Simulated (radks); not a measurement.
Method: scalar-relativistic Kohn-Sham, r2SCAN, spin-unpolarised, spherical densities, finite nucleus; meta-GGA in the generalised Kohn-Sham scheme; Fermi nuclear charge, rms radius of each element as measured or else 0.836 A^(1/3) + 0.57 fm; computed with a radial shooting solver on a logarithmic mesh with Libxc functionals. Each species is in its NIST ground configuration. Rank Ni, Kr, V, Ca, Sc, Ge, K, Fe, Zn, Ga, Mn, Cu, Cr, Br, Ti, Se, As, Co by Delta-SCF ionisation energy (eV), largest first.

Answer. Kr 14.706, Br 12.882, Se 11.082, Zn 9.991, As 9.291, Fe 8.832, Mn 8.517, Cu 7.810, Ge 7.483, Ti 7.425, V 7.181, Sc 6.951, Cr 6.639, Ca 6.307, Co 6.197, Ni 5.976, Ga 5.559, K 3.981.
